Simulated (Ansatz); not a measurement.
Calculated with Ansatz (gas phase, PBE0-D4/def2-TZVP geometries, no zero-point term in ΔE). CBS: MP2 limit from def2 TZ/QZ plus the TZ coupled-cluster correction, frozen cores. Functionals use def2-TZVPP. Elements past krypton have def2 core potentials. For In outer-core shells are correlated without core-valence functions, which leaves a few kJ/mol of doubt a bond. Each species was taken in one conformer, which may not be the lowest.

Consider the formal exchange of groups at the In–C bond: `[CH3][InH][CH2]F` + `C=C(F)C[SiH3]` → `[CH3][InH][CH2][SiH3]` + `C=C(F)CF`.

Question: Is it downhill or uphill in electronic energy at CCSD(T)/CBS, and by how much? (An estimate is asked.)

Answer: Computed: Downhill: ΔE = -8.9 kcal/mol.

Question: What do these levels give: PBE-D4, B2PLYP, CCSD/def2-TZVPP, MP2/def2-QZVPP, MP2/CBS(def2), CCSD/CBS(def2)? (Best estimate.)

Answer: Computed: PBE-D4 -6.4, B2PLYP -7.5, CCSD/def2-TZVPP -8.8, MP2/def2-QZVPP -9.3, MP2/CBS(def2) -9.4, CCSD/CBS(def2) -8.9 kcal/mol.

Largest T1 diagnostic among the species: 0.012.

From PBE to PBE0 (25 % exact exchange), in def2-TZVPP and without D4, ΔE moves by −1.2 kcal/mol.
